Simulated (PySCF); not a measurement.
Isomers of C5H14P2.

All values: PBE0/pcSseg-1 (PySCF) at PBE0-D3(BJ)/def2-SVP geometries, gas phase, one conformer each.

Problem. Rank by the highest IAO charge on any atom, highest value first.
A. `[CH3:1][CH:2]([CH3:3])[CH2:4][PH:5][CH2:6][PH2:7]` with C1–C2–C4–P5 173°, C2–C4–P5–C6 -178°, C4–P5–C6–P7 -167°, P5–C6–P7–H 51° and -43°
B. `[CH3:1][CH2:2][CH2:3][P:4]([CH3:5])[CH2:6][PH2:7]` with C1–C2–C3–P4 -176°, C2–C3–P4–C5 -71°, C3–P4–C6–P7 57°, P4–C6–P7–H 84° and 178°
C. `[CH3:1][P:2]([PH2:3])[C:4]([CH3:5])([CH3:6])[CH3:7]` with C1–P2–P3–H -62° and -155°

Solution. B (+0.501 e), A (+0.331 e), C (+0.303 e).

Problem. Rank by HOMO–LUMO gap, lowest first.
A. `[CH3:1][CH:2]([CH3:3])[CH2:4][PH:5][CH2:6][PH2:7]` with C1–C2–C4–P5 173°, C2–C4–P5–C6 -178°, C4–P5–C6–P7 -167°, P5–C6–P7–H 51° and -43°
B. `[CH3:1][P:2]([PH2:3])[C:4]([CH3:5])([CH3:6])[CH3:7]` with C1–P2–P3–H -62° and -155°
C. `[CH3:1][CH2:2][CH2:3][P:4]([CH3:5])[CH2:6][PH2:7]` with C1–C2–C3–P4 -176°, C2–C3–P4–C5 -71°, C3–P4–C6–P7 57°, P4–C6–P7–H 84° and 178°
D. `[CH3:1][PH:2][CH2:3][CH2:4][P:5]([CH3:6])[CH3:7]` with C1–P2–C3–C4 -64°, P2–C3–C4–P5 -41°, C3–C4–P5–C6 -167°

Solution. B (6.42 eV), D (6.73 eV), C (6.98 eV), A (7.11 eV).

All values together:

| SMILES | μ (D) | HOMO (eV) | LUMO (eV) | lowest IAO charge (e) | highest IAO charge (e) | lowest Hirshfeld charge (e) | highest Hirshfeld charge (e) |
| --- | --- | --- | --- | --- | --- | --- | --- |
| CP(P)C(C)(C)C | 0.95 | -6.24 | 0.19 | -0.601 (C) | +0.303 (P) | -0.166 (C) | +0.103 (P) |
| CC(C)CPCP | 1.69 | -6.88 | 0.23 | -0.616 (C) | +0.331 (P) | -0.159 (C) | +0.105 (P) |
| CPCCP(C)C | 1.97 | -6.09 | 0.64 | -0.607 (C) | +0.497 (P) | -0.166 (C) | +0.149 (P) |
| CCCP(C)CP | 0.43 | -6.36 | 0.61 | -0.623 (C) | +0.501 (P) | -0.169 (C) | +0.142 (P) |

Conformers: `[CH3:1][P:2]([PH2:3])[C:4]([CH3:5])([CH3:6])[CH3:7]` with C1–P2–P3–H -62° and -155°; `[CH3:1][CH:2]([CH3:3])[CH2:4][PH:5][CH2:6][PH2:7]` with C1–C2–C4–P5 173°, C2–C4–P5–C6 -178°, C4–P5–C6–P7 -167°, P5–C6–P7–H 51° and -43°; `[CH3:1][PH:2][CH2:3][CH2:4][P:5]([CH3:6])[CH3:7]` with C1–P2–C3–C4 -64°, P2–C3–C4–P5 -41°, C3–C4–P5–C6 -167°; `[CH3:1][CH2:2][CH2:3][P:4]([CH3:5])[CH2:6][PH2:7]` with C1–C2–C3–P4 -176°, C2–C3–P4–C5 -71°, C3–P4–C6–P7 57°, P4–C6–P7–H 84° and 178°.
